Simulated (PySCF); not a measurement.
GaClBr2, SMILES [Cl][Ga]([Br])[Br]. Atoms are numbered in the order given.

```xyz
4

Ga     0.0000     0.0000     0.3546
Cl     0.0000     0.0000     2.4813
Br     0.0000     1.9669    -0.7596
Br     0.0000    -1.9669    -0.7596
```

Geometry optimised at PBE0-D3(BJ)/def2-SVP. The structure was generated by enumeration; whether it is a known compound was not checked.

Calculation: TDA-ωB97X/def2-SVPD (PySCF 2.14.0).

Vertical excitations. The molecule is in vacuum. State labels are in the subgroup C2v.

```
state  symmetry  energy (eV)  λ (nm)      f                                              main pairs
-----  --------  -----------  ------  -----  ------------------------------------------------------
S1           B2         5.79     214  0.009                                          HOMO→LUMO 93 %
S2           A2         5.94     209  0.000                                        HOMO−1→LUMO 94 %
S3           A1         6.17     201  0.049                                        HOMO−2→LUMO 89 %
S4           A2         6.25     198  0.000                                        HOMO→LUMO+1 98 %
S5           B1         6.25     198  0.011                                        HOMO−3→LUMO 93 %
S6           B2         6.50     191  0.014                    HOMO−4→LUMO 56 %, HOMO−1→LUMO+1 39 %
S7           B1         6.56     189  0.000                                      HOMO−2→LUMO+1 98 %
S8           A2         6.86     181  0.000                                      HOMO−4→LUMO+1 98 %
S9           B2         6.96     178  0.177  HOMO−1→LUMO+1 47 %, HOMO−4→LUMO 29 %, HOMO−6→LUMO 17 %
S10          A1         7.06     176  0.045                                      HOMO−3→LUMO+1 83 %
T1           B2         5.35     232      0                                          HOMO→LUMO 91 %
T2           A2         5.58     222      0                                        HOMO−1→LUMO 91 %
T3           A1         5.64     220      0                                        HOMO−2→LUMO 90 %
T4           B1         5.87     211      0                                        HOMO−3→LUMO 89 %
```
Triplets are in the Tamm–Dancoff approximation.
